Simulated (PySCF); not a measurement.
5,5-difluorocyclopenta-1,3-diene (C5H4F2), SMILES C1=CC=CC1(F)F. Atoms are numbered in the order given.

```xyz
11

F      1.0999     0.0000    -1.4052
C      0.0000     0.0000    -0.5830
F     -1.0999     0.0000    -1.4052
C      0.0000    -1.2030     0.3540
C      0.0000    -0.7469     1.6243
C      0.0000     0.7469     1.6243
C      0.0000     1.2030     0.3540
H      0.0000    -2.2377    -0.0103
H      0.0000    -1.3601     2.5363
H      0.0000     1.3601     2.5363
H      0.0000     2.2377    -0.0103
```

Coordinates come from a PBE-D3(BJ)/def2-SVP optimisation. One conformer was computed; it need not be the lowest.

Two levels are set side by side: PBE/pcSseg-1 (PySCF) and B3LYP/pcSseg-1 (PySCF). GIAO shifts against CFCl3 (¹⁹F), TMS (¹H), TMS (¹³C) at the same level; non-relativistic, no solvent, atoms listed together averaged. Differences are taken from unrounded values.

| quantity | B3LYP |
|---|---|
| δ(¹⁹F) of F1, F3 (ppm) | -168.1 |
| δ(¹³C) of C2 (ppm) | 138.2 |
| δ(¹³C) of C4, C7 (ppm) | 145.7 |
| δ(¹³C) of C5, C6 (ppm) | 146.7 |
| δ(¹H) of H8, H11 (ppm) | 6.72 |
| δ(¹H) of H9, H10 (ppm) | 6.67 |

What does PBE give, and how far is it from B3LYP? (Estimate from the structure and the level; the computed values follow.)


```tsv
quantity	PBE	PBE minus B3LYP
δ(¹⁹F) of F1, F3 (ppm)	-186.9	-18.9
δ(¹³C) of C2 (ppm)	140.9	2.7
δ(¹³C) of C4, C7 (ppm)	143.1	-2.6
δ(¹³C) of C5, C6 (ppm)	143.9	-2.8
δ(¹H) of H8, H11 (ppm)	6.67	-0.04
δ(¹H) of H9, H10 (ppm)	6.68	0.00
```

Rough cost on one machine, each run with all the roots and properties that it gave: B3LYP against PBE within a factor of 2.
